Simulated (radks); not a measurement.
Values are calculated unless marked as measured or tabulated.
All-electron atom: a nucleus of charge 78.9 with 79 electrons in [Xe] 4f14 5d10 6s1. Level of theory: Dirac Kohn-Sham, BLYP, spin-unpolarised, spherical densities, point nucleus (a radial shooting solver on a logarithmic mesh with Libxc functionals).

Unscreened Slater integrals over Kohn-Sham orbitals (eV). Large and small components are both included.

F0(6s1/2,6s1/2): 8.4321
F0(6s1/2,5d5/2): 10.100
G2(6s1/2,5d5/2): 2.5806
F0(6s1/2,5d3/2): 10.213
G2(6s1/2,5d3/2): 2.3392
F0(6s1/2,5p3/2): 10.729
G1(6s1/2,5p3/2): 0.72742
F0(5d5/2,5d5/2): 14.817
F2(5d5/2,5d5/2): 7.4008
F4(5d5/2,5d5/2): 4.8152
F0(5d5/2,5d3/2): 15.211
F2(5d5/2,5d3/2): 7.6173
G2(5d5/2,5d3/2): 7.6048
G4(5d5/2,5d3/2): 4.9589
F0(5d5/2,5p3/2): 17.476
F2(5d5/2,5p3/2): 8.3344
G1(5d5/2,5p3/2): 9.9461
G3(5d5/2,5p3/2): 6.1070
F0(5d3/2,5d3/2): 15.634
F2(5d3/2,5d3/2): 7.8705
F0(5d3/2,5p3/2): 18.106
F2(5d3/2,5p3/2): 8.8422
G1(5d3/2,5p3/2): 10.775
G3(5d3/2,5p3/2): 6.6221
F0(5p3/2,5p3/2): 22.131
F2(5p3/2,5p3/2): 11.888
